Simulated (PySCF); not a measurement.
Structure with atom numbers: `[F:1][SiH2:2][CH2:3][SiH3:4]`. Hydrogens are named by the atom that carries them.

How the numbers were obtained: PBE0-D3(BJ)/def2-SVP structure, NMR shieldings at PBE/pcSseg-2/GIAO, in PySCF 2.14.0 with density-fitted response routines (isolated molecule, one conformer, relativity neglected, rapidly exchanging positions averaged).

Shifts are taken against calculated references (same method and geometry level): TMS for ¹³C (σ = 179.39 ppm) and ¹H (σ = 31.18 ppm) and ²⁹Si (σ = 323.43 ppm); CFCl3 for ¹⁹F (σ = 142.93 ppm).

```
 atoms  nucleus  count  δ (ppm)
 H(C3)       ¹H      2     0.20
H(Si4)       ¹H      3        ?
    F1      ¹⁹F      1   -227.2
H(Si2)       ¹H      2     5.52
   Si4     ²⁹Si      1        ?
    C3      ¹³C      1     -4.9
   Si2     ²⁹Si      1      6.4
```

Complete the table.

Results:


- H(Si4): 4.18 ppm, hydrogen on a silicon bonded to C
- Si4: -74.8 ppm, silicon bonded to C, 3 H

Shifts are as computed, not scaled to solution data. Of 1211 compounds with measured shifts, 218 miss one by over three times the rms of a fit or turn the order of signals round; such compounds aren't used in these exercises. Unscaled 19F shifts against computed CFCl3 carry errors that often reach 10 to 50 ppm.
